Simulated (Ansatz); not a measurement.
Reaction (atomization): `[CH3][Ga]([NH2])[NH2]` → C• + Ga• + 7 H• + 2 N•

Isolated molecules relaxed with PBE0-D4/def2-TZVP in Ansatz; ΔE leaves out vibrations. CCSD(T)/CBS adds triple-zeta CCSD(T) − MP2 to the extrapolated MP2 energy (def2 sets, frozen cores). This one scheme is used for every species, atoms too. Functionals use def2-TZVPP. Open shells (•) are unrestricted, without spin–orbit coupling. Spin–orbit coupling would lower the free atoms: a little for C; clearly for Ga. Bonds to Ga are less sure, by a few kJ/mol each and by 10 to 20 or more in all where they break to atoms, as the def2 sets lack core-valence functions. Scalar relativity is left out up to krypton. Each species was taken in one conformer, which may not be the lowest.

CCSD(T)/CBS gives +3745.5 kJ/mol.

(1) Another level gave +4250.7 kJ/mol. Which?
A. LDA (SPW92)/def2-TZVPP
B. CCSD(T)/def2-TZVPP
C. CAM-B3LYP-D4/def2-TZVPP
D. ωB97X-V/def2-TZVPP

Largest T1 diagnostic among the species: 0.013.

Answers

(1) A. LDA (SPW92) 4250.7, CCSD(T)/def2-TZVPP 3638.5, CAM-B3LYP-D4 3751.0, ωB97X-V 3742.7 kJ/mol.

At CCSD(T), def2-SVP lies −269.9 kJ/mol from the extrapolated value and def2-TZVPP −107.0 kJ/mol: correlation converges slowly with the basis, and small sets miss more of it in the bonded molecule than in its fragments. From r2SCAN to r2SCAN0 (25 % exact exchange), in def2-TZVPP and without D4, ΔE moves by −54.9 kJ/mol: exact exchange takes away binding that semilocal exchange gives to molecules. In def2-TZVPP, CCSD(T) changes the Hartree–Fock value by +1050.8 kJ/mol (the triples alone add +52.8 kJ/mol) and MP2 by +1087.2 kJ/mol; breaking electron pairs costs correlation energy, which Hartree–Fock lacks.

For atomizations the MP2-based limit and the directly extrapolated one differ by several kJ/mol either way, and by 10 to 25 for some Ge, Se and Sn compounds, so smaller differences from it don't rank the levels.
